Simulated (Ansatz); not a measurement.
Reaction (cleavage of the B–Si bond): `C[SiH2]B(F)Cl` + `C=N` → `C=NB(F)Cl` + `C[SiH3]`

Gas-phase electronic energies from Ansatz, PBE0-D4/def2-TZVP geometries. CCSD(T)/CBS adds triple-zeta CCSD(T) − MP2 to the extrapolated MP2 energy (def2 sets, frozen cores). This one scheme is used for every species. DFT in def2-TZVPP. B3LYP here is the variant with VWN-RPA as its local correlation; programs differ in this. Each species was taken in one conformer, which may not be the lowest.

```
             level  ΔE (kcal/mol)  difference from CCSD(T)/CBS
           PBE0-D4          -21.7                         -0.8
            B2PLYP          -23.4                         -2.5
            r2SCAN          -23.1                         -2.2
              PBE0          -22.1                         -1.2
             B3LYP          -24.1                         -3.2
    MP2/def2-TZVPP          -22.8                         -1.9
SCS-MP2/def2-TZVPP          -22.7                         -1.8
   CCSD/def2-TZVPP          -21.5                         -0.6
     HF/def2-QZVPP          -24.9                         -4.0
SCS-MP2/def2-QZVPP          -22.7                         -1.8
       CCSD(T)/CBS          -20.9                            0
```

Largest T1 diagnostic among the species: 0.013.

In def2-TZVPP, CCSD(T) changes the Hartree–Fock value by +3.8 kcal/mol (the triples alone add +0.5 kcal/mol) and MP2 by +2.0 kcal/mol.
